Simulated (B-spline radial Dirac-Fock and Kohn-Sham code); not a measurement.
# Ta²⁺ in Watson spheres of different radius

Model: ΔSCF Dirac-Fock with Breit, self-energy and vacuum polarisation, finite nucleus, configuration average. Program: a B-spline atomic structure program. The ion, [Xe] 4f14 5d3, sits in a hollow sphere of charge Q = -2, a simple model of the Madelung potential. Inside the sphere an electron's potential energy is raised by the constant 14.40·|Q|/R eV, so binding energies fall by about that much as long as the orbitals stay inside.

```
radius (Å)  14.40 |Q|/R (eV)  1s (eV)  2s (eV)  2p1/2 (eV)  2p3/2 (eV)  3s (eV)  3p1/2 (eV)  3p3/2 (eV)  3d3/2 (eV)  3d5/2 (eV)  4s (eV)  4p1/2 (eV)  4p3/2 (eV)  4d3/2 (eV)  4d5/2 (eV)  4f5/2 (eV)  4f7/2 (eV)  5s (eV)  5p1/2 (eV)  5p3/2 (eV)  5d (eV)
         2             14.40  67419.7  11697.3     11145.9      9890.1   2724.0      2481.2      2207.4      1802.8      1744.3    581.2       480.7       417.8       252.5       240.9       33.99       32.11    85.29       53.72       44.93     8.09
       2.4             12.00  67422.0  11699.6     11148.2      9892.3   2726.3      2483.5      2209.7      1805.0      1746.6    583.5       483.0       420.0       254.8       243.2       36.26       34.38    87.57       56.00       47.21    10.37
```

From the smallest to the largest radius 1s moves by +2.3 eV, while the constant potential alone would give +2.4 eV; the difference comes from charge outside the sphere and its screening.

Values without a named source are computed, but for edge energies of neutral atoms, which are taken from tables.
